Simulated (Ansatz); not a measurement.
Molecule: sum formula AlHCl₂ (charge 0, singlet). 
Structure (B3LYP-D3(BJ)/def2-TZVP (Ansatz, a first-principles code) minimum search):
```xyz
4

Cl     1.7940    -0.3221     0.1268
Al     0.0004     0.6802    -0.2572
Cl    -1.7944    -0.3237     0.1174
H      0.0012     2.1366    -0.8077
```

Total electronic energies in hartree. Correlated levels leave the core frozen unless marked. No spin-orbit coupling. Non-relativistic. Basis-set limits of correlation are two-point, X^-3; Hartree-Fock from the larger set (for Q and 5 zeta extrapolated as (X+1)exp(-9√X)). [CCSD(T)-MP2]/basis is that difference in the basis named.

| level | program | energy (Eh) |
|---|---|---|
| HF/cc-pwCVTZ | Ansatz | -1161.70290 |
| BHLYP-D4/def2-TZVPD | Ansatz + dftd4 | -1163.61267 |
| BHLYP/def2-TZVPD | Ansatz | -1163.60770 |
| CCSD/6-31G* | Ansatz | -1161.93079 |
| CCSD/cc-pV(5+d)Z | Ansatz | -1162.25840 |
| CCSD(T)/6-31G | Ansatz | -1161.64679 |
| CCSD(T)/6-31G* | Ansatz | -1161.93859 |
| RI-MP2/CBS(cc-pV(T+d)Z,cc-pV(Q+d)Z)+[CCSD(T)-MP2]/cc-pV(Q+d)Z | Ansatz | -1162.2992 |
| CCSD(T)/CBS(cc-pV(Q+d)Z,cc-pV(5+d)Z) | Ansatz | -1162.2993 |

Totals of different functionals don't rank their quality; only differences between species are comparable.
